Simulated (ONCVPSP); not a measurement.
Hf (Z = 72): excitation energies, all-electron against ONCV

ONCVPSP 4.0.1 input, shortened (lines: element, Z, core and valence counts, functional; n l f; lmax; l rc ep ncon nbas qcut; lloc lpopt rc5 dvloc0; l nproj debl; icmod fcfact rcfact), PBEsol, scalar-relativistic:

```
  Hf 72.00   10    3  -116133      upf
    1    0    2.00
    2    0    2.00
    2    1    6.00
    3    0    2.00
    3    1    6.00
    3    2   10.00
    4    0    2.00
    4    1    6.00
    4    2   10.00
    4    3   14.00
    5    0    2.00
    5    1    6.00
    5    2    2.00
    2
    0    1.70    0.00    5   10    7.00
    1    1.60    0.00    3    7    7.70
    2    2.15    0.00    4    8    4.20
    4    3    1.55    6.00
    0    2    1.60
    1    2    1.40
    2    2    1.40
    0    0.00    0.00
```

In the s channel the program set the typed energies aside and used -3.018, 0.250 Ha. In the p channel the program set the typed energies aside and used -1.861, 0.250 Ha.

Energies are relative to the spin-unpolarised reference configuration 5s2 5p6 5d2; without spin polarisation the order of configurations can differ from experiment.

| valence configuration | charge | ΔE all-electron (eV) | error AE − PS (meV) |
| --- | --- | --- | --- |
| 5s2 5p6 5d2 6s2 | 0 | -22.172 | +45 |
| 5s2 5p6 5d1 | +3 | 21.775 | -5.5 |
| 5s2 5p6 5d3 | +1 | -12.166 | +2.2 |

**Question.** What are ΔE and the potential's error for 5s2 5p6 5d2 6s1?

**Answer.** ΔE = -14.163 eV all-electron; the error (AE − PS) is +20 meV.

Levels in the configuration 5s2 5p6 5d2 6s2:

```csv
level,all-electron (eV),pseudo (eV)
5s,-67.041,-66.959
5p,-35.590,-35.532
5d,-2.714,-2.715
6s,-5.131,-5.152
```
